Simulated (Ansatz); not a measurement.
Si-Si bond lengths (Å) of neutral closed-shell molecules, written as SMILES: in each the longest such bond at B3LYP-D3(BJ)/def2-TZVP (Ansatz, a first-principles code), beside the same bond after optimisation at HF/3-21G (Ansatz) from that structure, whose symmetry is kept, so that a structure may be a saddle point there. B3LYP-D3(BJ)/def2-TZVP serves to compare with and is no measurement.

The rows were drawn at random among computed neutral closed-shell members with both values; the withheld row is one of them. Species whose geometry shows other bonds than their SMILES are left out. Runs that failed or changed their bonding are left out, and none for the size of its difference.

```tsv
species	HF/3-21G (Ansatz) (x)	B3LYP-D3(BJ)/def2-TZVP (y)
F[SiH](F)[SiH2]F	2.324	2.356
[SiH2](Cl)[SiH2]Cl	2.361	2.341
COC[SiH2][SiH3]	2.372	2.343
O[Si](O)(O)[SiH3] [trihydroxy(silyl)silane]	2.317	2.338
[SiH3][SiH2]Cl	2.372	2.342
[SiH2](N)[SiH2]N	2.384	2.354
```

Fit a constant shift, y = x + a, and use it for [SiH3][SiH] (Si2H4), where HF/3-21G (Ansatz) gives 2.487 Å.

The mean of y - x is a = -0.0093 Å, and the rows scatter about it by 0.0258 Å (root mean square). Prediction for [SiH3][SiH] (Si2H4): 2.478 Å. It lies outside the range of the table, so the fit extrapolates. The length at B3LYP-D3(BJ)/def2-TZVP is 2.397 Å, so the fit misses by +0.081 Å, against +0.090 Å without it. The fit is meant for species like these alone.
